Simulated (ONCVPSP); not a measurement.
What the settings do to the ONCV potential of indium (In)

Base potential:

```
Element                 : In (Z = 49)
Generator               : ONCVPSP 4.0.1
Type                    : optimised norm-conserving Vanderbilt (ONCV)
Functional              : PBE
Relativity              : scalar-relativistic
Frozen core             : [Kr]
Valence charge          : 13
Reference configuration : 4d10 5s2 5p1
Partial waves           : 5s: rc 2.20 bohr, ncon 4, nbas 9, qcut 3.2 1/bohr, 2 projectors, debl 1.1 Ha; 5p: rc 2.10 bohr, ncon 4, nbas 8, qcut 3.5 1/bohr, 2 projectors, debl 3.2 Ha; 4d: rc 1.25 bohr, ncon 5, nbas 9, qcut 10 1/bohr, 2 projectors, debl 0.6 Ha
Local potential         : polynomial inside 0.95 bohr (lpopt 5, dvloc0 0 Ha)
Core correction         : Teter function, fcfact 5.25, rcfact 1.55
```

In the d channel the program set the typed energies aside and used -0.684, 0.250 Ha.

Cutoffs, loose and tight: the cutoffs (Ha) at which the residual kinetic energy of the hardest occupied pseudo-wave falls to 1 and 0.1 mHa per electron. They do not see the model core or the augmentation charge, which bear on the density cutoff. Test errors are all-electron minus pseudo excitation energies from the reference, over the configurations 4d10 5s2 5p0; 4d10 5s1 5p0; 4d10 5s0 5p0; 4d10 5s1 5p1. A dash means not determined; rows that change the core or the reference have their own tests. The largest error is taken over the tests solved by every variant that gives reliable tests at all: 4d10 5s1 5p0; 4d10 5s1 5p1; 4d10 5s2 5p0.

1 further variants are left out, since the program set their typed debl aside.

A true bound ghost makes a file unfit for plane-wave use even where its test errors are small: the radial tests pick states by their node count and pass the ghost by.

```csv
change,outcome,"cutoff, loose","cutoff, tight",bound ghosts,GHOST(+) flags above zero,largest test error (meV)
base,"generated, projector energies reset by the program",40 Ha,47 Ha,"s, p",none,-27
s: nproj 3,"generated, projector energies reset by the program",40 Ha,47 Ha,"s, p",none,-27
p: rc 2.08,"generated, projector energies reset by the program",40 Ha,47 Ha,"s, p",none,-27
functional PBEsol,"generated, projector energies reset by the program",40 Ha,47 Ha,"s, p",none,-18
"s: ncon 3, nbas 8","generated, projector energies reset by the program",40 Ha,47 Ha,"s, p",none,-26
"local potential polynomial inside 0.90 bohr (lpopt 5, dvloc0 0 Ha)","generated, projector energies reset by the program",40 Ha,47 Ha,"s, p",s,-27
```

Question: What comes out with this change to the base: d: rc 1.84?

Answer: outcome: generated, projector energies reset by the program; cutoff, loose: 33 Ha; cutoff, tight: 38 Ha; bound ghosts: s, p; GHOST(+) flags above zero: none; largest test error (meV): -21.

Question: What comes out with this change to the base: core correction Teter function, fcfact 2.7, rcfact 1.55?

Answer: outcome: generated, projector energies reset by the program; cutoff, loose: 40 Ha; cutoff, tight: 47 Ha; bound ghosts: s, p; GHOST(+) flags above zero: none; largest test error (meV): -11.
